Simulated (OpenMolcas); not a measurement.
OpenMolcas run: Co3+

Input:

```
&GATEWAY
Coord
1

Co 0.0 0.0 0.0
Basis=ANO-R2
Group=XYZ
NoMove
AngMom=0.0 0.0 0.0
AMFI
&SEWARD
&RASSCF
FileOrb=start.orb
Symmetry=1
Spin=5
nActEl=6 0 0
Inactive=3 6
Ras2=5 0
CIRoot=5 5 1
SDav=5
CIMx=300
Iter=120 100
PrWF=0.3
OrbListing=Nothing
MaxOrb=0
Atom
>>> COPY $Project.JobIph JOBPRE
&RASSCF
FileOrb=start.orb
Symmetry=1
Spin=5
nActEl=12 2 0
Inactive=3 3
Ras1=0 3
Ras2=5 0
CIRoot=5 5 1
SDav=35
CIMx=300
Iter=120 100
PrWF=0.3
OrbListing=Nothing
MaxOrb=0
Thrs=2.0e-7 1.0e-1 5.0e-4
Atom
>>> COPY $Project.JobIph JOB001
&RASSCF
FileOrb=start.orb
Symmetry=1
Spin=3
nActEl=12 2 0
Inactive=3 3
Ras1=0 3
Ras2=5 0
CIRoot=45 45 1
SDav=180
CIMx=300
Iter=120 100
PrWF=0.3
OrbListing=Nothing
MaxOrb=0
Thrs=2.0e-7 1.0e-1 5.0e-4
Atom
>>> COPY $Project.JobIph JOB002
&RASSCF
FileOrb=start.orb
Symmetry=1
Spin=1
nActEl=12 2 0
Inactive=3 3
Ras1=0 3
Ras2=5 0
CIRoot=44 44 1
SDav=170
CIMx=300
Iter=120 100
PrWF=0.3
OrbListing=Nothing
MaxOrb=0
Thrs=2.0e-7 1.0e-1 5.0e-4
Atom
>>> COPY $Project.JobIph JOB003
&RASSI
NrOfJobIphs=3 5 45 44
1 2 3 4 5
1 2 3 4 5 6 7 8 9 10 11 12 13 14 15 16 17 18 19 20 21 22 23 24 25 26 27
28 29 30 31 32 33 34 35 36 37 38 39 40 41 42 43 44 45
1 2 3 4 5 6 7 8 9 10 11 12 13 14 15 16 17 18 19 20 21 22 23 24 25 26 27
28 29 30 31 32 33 34 35 36 37 38 39 40 41 42 43 44
IphNames
JOB001
JOB002
JOB003
EJob
SpinOrbit
DIPRint=1.0
SOCoupling=1000.0
Subsets=2
MEES
Property=10
'ANGMOM' 1 'ANGMOM' 2 'ANGMOM' 3 'MLTPL  1' 1 'MLTPL  1' 2 'MLTPL  1' 3
'AMFI' 1 'AMFI' 2 'AMFI' 3 'MLTPL  2' 6
SOProperty=3
'ANGMOM' 1 'ANGMOM' 2 'ANGMOM' 3
```

A driver script runs the steps one by one and writes start.orb anew before each from the orbitals found so far.

Output, cut to the results:

```
--- SEWARD ---
Basis set label: CO.ANO-R...7S5P4D2F1G.

      Electronic valence basis set:
      ------------------
      Associated Effective Charge  27.000000 au
      Associated Actual Charge     27.000000 au
      Nuclear Model: Finite nucleus - Gaussian distribution
        Gaussian exponent, Xi/bohr**(-2):  2.87167E+08

      Shell  nPrim  nBasis  Cartesian Spherical Contaminant
         s      20       7        X
         p      12       5        X
         d       9       4                 X
         f       5       2                 X
         g       4       1                 X
                  Relativistic X2C integrals
                  Atomic mean-field integrals
--- RASSCF ---
Wave function specifications:
      -----------------------------

      Number of closed shell electrons          12
      Number of electrons in active shells      12
      Max number of holes in RAS1 space          2
      Max nr of electrons in RAS3 space          0
      Number of inactive orbitals                6
      Number of active orbitals                  8
      Number of secondary orbitals              51
      Spin quantum number                      2.0
      State symmetry                             1
Orbital specifications:
      -----------------------

      Symmetry species                           1   2
                                                ag  au
      Frozen orbitals                            0   0
      Inactive orbitals                          3   3
      Active orbitals                            5   3
      RAS1 orbitals                              0   3
      RAS2 orbitals                              5   0
      RAS3 orbitals                              0   0
      Secondary orbitals                        28  23
      Deleted orbitals                           0   0
      Number of basis functions                 36  29
      Number of CSFs                            35
      Number of root(s) required                 5
      Iter CI   SX   CI       RASSCF       Energy    max ROT     max BLB   max BLB  Level Ln srch  Step   QN
          iter iter root      energy       change     param      element    value   shift minimum  type update
 Nr of preliminary CI iterations:   1
      Total energies have been shifted. Add                -1000.00 au
        1   1    8    0  -389.94418715    0.00E+00   5.15E-02    3   4 2  3.73E-03*  0.00   0.00    SX    NO
        2   1    8    0  -389.94481247   -6.25E-04*  3.47E-03    3  12 1  1.44E-03*  0.00   0.00    SX    NO
        3   1    8    0  -389.94481614   -3.67E-06*  3.28E-04    4  12 2 -7.60E-04*  0.00   0.00    SX    NO
        4   1    8    0  -389.94481653   -3.85E-07* -1.73E-04    4  12 2  5.62E-04*  0.00   0.00    SX    NO
        5   1    7    0  -389.94481670   -1.74E-07   7.13E-05    4  12 2 -3.88E-04   0.00   0.59    LS   YES
      Convergence after  5 iterations
        6   1    7    0  -389.94481687   -1.66E-07   7.13E-05    3  12 1  5.64E-06   0.00   0.59    LS   YES
      Natural orbitals and occupation numbers for root  1
      sym 1:   1.002189   1.000796   1.999999   1.001966   1.001688
      sym 2:   1.998303   1.998006   1.997054
      Natural orbitals and occupation numbers for root  2
      sym 1:   1.002028   1.000822   1.002189   1.001600   1.999999
      sym 2:   1.997912   1.998369   1.997082
      Natural orbitals and occupation numbers for root  3
      sym 1:   1.001181   1.001082   1.999999   1.002187   1.002189
      sym 2:   1.998538   1.997359   1.997465
::    RASSCF root number  1 Total energy:  -1389.94481687
::    RASSCF root number  2 Total energy:  -1389.94481687
::    RASSCF root number  3 Total energy:  -1389.94481687
::    RASSCF root number  4 Total energy:  -1389.94481687
::    RASSCF root number  5 Total energy:  -1389.94481687
--- RASSCF ---
Wave function specifications:
      -----------------------------

      Number of closed shell electrons          12
      Number of electrons in active shells      12
      Max number of holes in RAS1 space          2
      Max nr of electrons in RAS3 space          0
      Number of inactive orbitals                6
      Number of active orbitals                  8
      Number of secondary orbitals              51
      Spin quantum number                      1.0
      State symmetry                             1
Orbital specifications:
      -----------------------

      Symmetry species                           1   2
...
--- RASSI ---
SPIN-FREE ENERGIES:
  (Shifted by EMIN (a.u.) =      -1389.9448168661)

 SF State       Relative EMIN(au)   Rel lowest level(eV)    D:o, cm**(-1)      L_eff

     1             0.0000000000        0.0000000000              0.0000         2.0
     2             0.0000000000        0.0000000000              0.0000         2.0
     3             0.0000000000        0.0000000000              0.0000         2.0
     4             0.0000000000        0.0000000000              0.0000         2.0
     5             0.0000000000        0.0000000000              0.0000         2.0
     6             0.1146828725        3.1206799406          25169.9812         1.0
     7             0.1146828725        3.1206799406          25169.9812         1.0
     8             0.1146828725        3.1206799406          25169.9812         1.0
     9             0.1264349776        3.4404710093          27749.2701         5.0
    10             0.1264349776        3.4404710093          27749.2701         5.0
    11             0.1264349776        3.4404710093          27749.2701         5.0
    12             0.1264349776        3.4404710093          27749.2701         5.0
    13             0.1264349776        3.4404710093          27749.2701         5.0
    14             0.1264349776        3.4404710093          27749.2701         5.0
    15             0.1264349776        3.4404710093          27749.2701         5.0
    16             0.1264349776        3.4404710093          27749.2701         5.0
    17             0.1264349776        3.4404710093          27749.2701         5.0
    18             0.1264349776        3.4404710093          27749.2701         5.0
    19             0.1264349776        3.4404710093          27749.2701         5.0
    20             0.1279898832        3.4827821463          28090.5324         3.0
    21             0.1279898832        3.4827821463          28090.5324         3.0
...
```

Levels above the lowest, from the spin-orbit matrix, grouped by J:

```tsv
Configuration	Term	J	E (eV)	Measured (eV)	g	Term weight %	Second
3d6	5D	4	0.0000	0.0000	1.501	100	
3d6	5D	3	0.0770	0.0792	1.501	100	
3d6	5D	2	0.1305	0.1336	1.501	100	
3d6	5D	1	0.1648		1.501	100	
3d6	5D	0	0.1816	0.1852		100	
3d6	3P(1)	2	3.0885	2.8372	1.500	100	
3d6	3P(1)	1	3.3170	3.0660	1.500	100	
3d6	3P(1)	0	3.4068	3.1552		98	
3d6	3H	6	3.4789	2.9359	1.167	100	
3d6	3F(1)	4	3.5003		1.136	72	23 3H
3d6	3H	5	3.5152	2.9796	1.037	98	2 3G
3d6	3H	4	3.5576		0.913	75	25 3F(1)
3d6	3F(1)	3	3.5616	3.1908	1.078	98	
3d6	3F(1)	2	3.5913	3.2197	0.667	100	
3d6	3G	5	4.1326	3.5982	1.197	98	2 3H
3d6	3G	4	4.1969	3.6690	1.051	96	2 3F(1)
3d6	3G	3	4.2271	3.7031	0.755	98	
3d6	1G(1)	4	4.9396	4.5481	1.001	98	
3d6	3D	1	5.0406	4.5108	0.500	100	
3d6	3D	2	5.0434	4.5066	1.166	99	
3d6	3D	3	5.0677	4.5322	1.333	100	
3d6	1I	6	5.2292	4.4563	1.000	100	
3d6	1S	0	5.2665	5.1381		99	
3d6	1D	2	5.9959	5.2497	1.002	99
```

Against the 20 measured excited levels shown (Sugar and Corliss, J. Phys. Chem. Ref. Data 10, 1097 (1981)) the mean absolute deviation is 3100 cm-1; the largest miss in energy is 3d6 1I6: computed 5.2292, measured 4.4563 eV (+17.3 %).

Without dynamic correlation excited terms often stand tens of per cent too high (terms of higher spin than the ground term too low), and those without a measured partner can miss by more than the paired ones. Active for correlation alone: 3p; no level in the range computed is led by a configuration that opens it, so any true level of that kind is missing. Measured partners are found by configuration, term and J. A level has none where our copy of the source lacks it or the pairing is in doubt (some pairs that miss far off the trend of their configuration count as doubtful), and it then counts in no deviation. Only configurations of the active space appear. The first state left out of the spin-orbit step lies near 100000 cm-1 above the lowest spin-free state of the reference (among the parities and spins computed), and the list stops at four fifths of that energy or lower. The table shows the lowest 24 of 32 levels.

The term weight is that of the spin-free term in the level, not the purity of its configuration. A number in round brackets counts repeated terms of one configuration in the order of the reference energies.
